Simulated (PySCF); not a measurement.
Compound: C₈H₁₂.
Numbering: `[CH3:1][CH2:2][C@@H:3]1[C@H:4]2[CH2:5][C@@H:6]3[C@H:7]2[C@H:8]13` (hydrogens: H9, H10, H11 on C1; H12, H13 on C2; H14 on C3; H15 on C4; H16, H17 on C5; H18 on C6; H19 on C7; H20 on C8)

Geometry (GFN2-xTB, Å), atoms numbered from 1 in this order:
```xyz
20
C8H12 angstrom
C      2.647    0.031   -0.196
C      1.354    0.382   -0.924
C      0.182    0.541    0.036
C     -0.405   -0.785    0.555
C     -1.518   -0.324    1.507
C     -2.224    0.165    0.258
C     -1.430   -0.762   -0.613
C     -1.154    0.711   -0.671
H      2.905    0.808    0.520
H      2.543   -0.909    0.341
H      3.466   -0.069   -0.904
H      1.491    1.318   -1.472
H      1.117   -0.398   -1.651
H      0.428    1.282    0.803
H      0.240   -1.616    0.817
H     -1.247    0.413    2.265
H     -2.045   -1.154    1.974
H     -3.260    0.448    0.170
H     -1.716   -1.479   -1.356
H     -1.380    1.405   -1.463
```

Vertical excitations from PySCF (density fitting, frozen core in the response, grid level 2 and gas phase unless stated; continuum runs use non-equilibrium linear response for the excitations) on a GFN2-xTB geometry. Reference run:

| settings | S1, eV (f) | S2, eV (f) | S3, eV (f) | S4, eV (f) | S5, eV (f) | S6, eV (f) | T1, eV (Tamm–Dancoff) | mean α (au) |
| --- | --- | --- | --- | --- | --- | --- | --- | --- |
| PBE0/def2-SVPD, full TDDFT, 6 singlets | 6.97 (0.006) | 7.25 (0.000) | 7.34 (0.008) | 7.44 (0.008) | 7.54 (0.002) | 7.83 (0.002) | 6.88 | 84.4 |

**Question.** What do these settings give: (1) HCTH407/6-31G, TDA, 3 singlets; (2) wB97X/MINI, grid level 4, energy threshold 1e-07 Eh, full TDDFT, 1 singlet?

**Answer.** 
| settings | S1, eV (f) | S2, eV (f) | S3, eV (f) | S4, eV (f) | S5, eV (f) | S6, eV (f) | T1, eV (Tamm–Dancoff) | mean α (au) |
| --- | --- | --- | --- | --- | --- | --- | --- | --- |
| HCTH407/6-31G, TDA, 3 singlets | 7.72 (0.004) | 8.24 (0.004) | 8.28 (0.001) | – | – | – | – | 72.6 |
| wB97X/MINI, grid level 4, energy threshold 1e-07 Eh, full TDDFT, 1 singlet | 11.14 (0.058) | – | – | – | – | – | – | 51.0 |

(1) S1 moves by +0.75 eV; functional, basis and response scheme change together, so the shift can't be laid on one. (2) S1 moves by +4.17 eV; functional and basis change together, so the shift can't be laid on one. States are counted by energy in each run and needn't keep their character from row to row.

**Question.** Which orbital pairs make up S1 in each run, and how does it sit against the orbital gap?

**Answer.** 
| settings | S1 configurations (weight) | S1 (eV) | orbital gap (eV) | S1 − gap (eV) |
| --- | --- | --- | --- | --- |
| PBE0/def2-SVPD, full TDDFT, 6 singlets | H→L 0.85, H→L+1 0.12 | 6.97 | 8.02 | -1.05 |
| HCTH407/6-31G, TDA, 3 singlets | H→L 0.98 | 7.72 | 7.66 | +0.06 |
| wB97X/MINI, grid level 4, energy threshold 1e-07 Eh, full TDDFT, 1 singlet | H→L 0.79 | 11.14 | 16.99 | -5.85 |

One conformer stands for the species.
